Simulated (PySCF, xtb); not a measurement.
Ga(F)2(OAc) (C₂H₃F₂GaO₂), SMILES CC(=O)[O][Ga]([F])[F]. The values are those of a single conformer.

Harmonic wavenumbers (cm⁻¹) from xtb 6.7.1 with GFN2-xTB at its own minimum, in rising order: 9, 45, 109, 111, 132, 197, 206, 260, 436, 454, 500, 593, 695, 981, 1010, 1012, 1352, 1379, 1412, 1431, 1511, 3011, 3038, 3063.

### Question
What does PySCF 2.14.0 with PBE-D3(BJ)/def2-SVP give at its own minimum? (Estimate from the structure and the level; the computed values follow.)

### Answer
13, 78, 127, 164, 170, 216, 255, 361, 472, 601, 670, 725, 730, 969, 980, 1015, 1312, 1371, 1392, 1484, 1537, 2998, 3090, 3134. Paired by order, the mean absolute difference is 49 cm⁻¹ and the zero-point energies are 32.8 and 34.1 kcal/mol.
